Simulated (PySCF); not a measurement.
## PBE on Pt²⁺ (platinum, charge +2)

Configuration: [Xe] 4f14 5d8, high-spin 3F determinant. Calculation: PySCF 2.14, in aug-cc-pwCVTZ-PP with ECP60MDF (8s8p7d4f3g, 122 functions); a scalar-relativistic core potential.

```
Total energy                : -118.3669 hartree
One-electron energy         : -195.3909 hartree
Hartree (Coulomb) energy    : 88.1183 hartree
Exchange-correlation energy : -11.0942 hartree
⟨S²⟩                        : 2.0007
⟨L²⟩                        : 12.011
Sum of ⟨r⟩                  : 21.32 bohr
Sum of ⟨r²⟩                 : 33.37 bohr²
```

| shell | electrons | mean orbital energy (hartree) | spread (hartree) | rms radius, mean of both spins (bohr) |
| --- | --- | --- | --- | --- |
| 5s α | 1 | -4.50384 | 0 | 1.02 |
| 5s β | 1 | -4.45827 | 0 | 1.02 |
| 5p α | 3 | -2.85104 | 0 | 1.18 |
| 5p β | 3 | -2.79733 | 0 | 1.18 |
| 5d α | 5 | -0.97462 | 0.03413 | 1.69 |
| 5d β | 3 | -0.93102 | 0 | 1.69 |

Energies and moments cover only the electrons outside the core potential. Spin-orbit coupling, absent here, splits the open shell strongly.
